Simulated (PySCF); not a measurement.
# How the method changes the shape and vibrations of BClGeH3 cation

Calculated results; nothing here was measured. The program is PySCF 2.14.0, an open-source quantum chemistry code, run on an isolated molecule that a program drew, which may never have been made. The molecule is BClGeH3 cation (charge +1, singlet), drawn as the SMILES string `Cl[B+][GeH3]`.

The geometry was optimised and harmonic frequencies were computed with HF and MP2, all in the cc-pV(D+d)Z basis, for the commonest isotopes, with a restricted reference for singlets and an unrestricted one otherwise, and a frozen core in MP2. Germanium has the cc-pVDZ-PP basis, with a core potential (ECP10MDF) in place of its 10 inner electrons, and its 3s, 3p and 3d shells are frozen in MP2. Each result is a local minimum of its method.

Geometry at the HF minimum:
```xyz
6
BClGeH3 cation, angstrom
Cl    1.6556    3.6717    1.2285
B     0.6962    2.3943    1.5156
Ge   -0.5744    0.7031    1.8959
H     0.2553   -0.4489    1.3679
H    -0.7390    0.7552    3.4007
H    -1.8117    1.0415    1.0902
```

Lengths of the bonds as drawn, in Å (atoms numbered as above):
| bond | HF | MP2 |
|---|---|---|
| Cl1-B2 | 1.623 | 1.624 |
| B2-Ge3 | 2.149 | 2.124 |
| Ge3-H4 | 1.515 | 1.522 |
| Ge3-H5 | 1.515 | 1.522 |
| Ge3-H6 | 1.515 | 1.522 |

Rotational constants, in GHz:
| constant | HF | MP2 |
|---|---|---|
| A | 76.31 | 75.65 |
| B | 1.413 | 1.432 |
| C | 1.413 | 1.432 |

Harmonic frequencies in cm^-1, each column in rising order, so a row needn't be the same motion in every method:
| rank | HF | MP2 |
|---|---|---|
| 1 | 210 | 198 |
| 2 | 210 | 198 |
| 3 | 271 | 279 |
| 4 | 602 | 562 |
| 5 | 602 | 562 |
| 6 | 863 | 796 |
| 7 | 938 | 882 |
| 8 | 938 | 882 |
| 9 | 1233 | ? |
| 10 | 2309 | 2247 |
| 11 | 2318 | 2266 |
| 12 | 2318 | 2266 |

**Estimate the missing MP2 frequency from the HF column.**

A single factor s that minimises the squared misfit of MP2 against s times HF over the other rows is sum(HF x MP2) / sum(HF^2) = 0.9693, with an rms misfit of 22 cm^-1. For rank 9 it gives 0.9693 x 1233 = 1195 cm^-1. The calculation gives 1238 cm^-1, 43 cm^-1 above the estimate. The drawn bonds are on average 0.1 % longer in MP2 than in HF.
